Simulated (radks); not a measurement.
Values are calculated unless marked as measured or tabulated.
Fractional charge and spin in the 4s shell of krypton: the spin-up occupation runs from 0 to 1 and the spin-down occupation from 0 to 1; the fullest corner is Kr, [Ar] 3d10 4p6 4s(up 1, down 1). Level of theory: non-relativistic Kohn-Sham, PBE, spin-polarised, spherical densities, point nucleus (a radial shooting solver on a logarithmic mesh with Libxc functionals). Energy (eV) minus the two flat planes that join the four corners (they meet along the diagonal where the two added fractions sum to one electron); zero is where a piecewise linear energy would lie.

down \ up,0,0.5,1
0,0.000,-1.521,0.000
0.5,-1.521,0.266,-1.378
1,0.000,-1.378,0.000

Corners above the fullest one (they belong to Kr+ and the next ion): (up 1, down 0) 27.581 eV, (up 0, down 1) 27.581 eV, (up 0, down 0) 67.843 eV. With half an added electron in each spin the energy lies 0.266 eV from the planes, and with half an added electron in spin up alone -1.521 eV. The planes are only a guide here: the flat-plane condition holds for ground states with one frontier orbital, while this shell lies below other occupied shells, so the corners above the fullest one are inner-hole states and not the ground states of those ions.
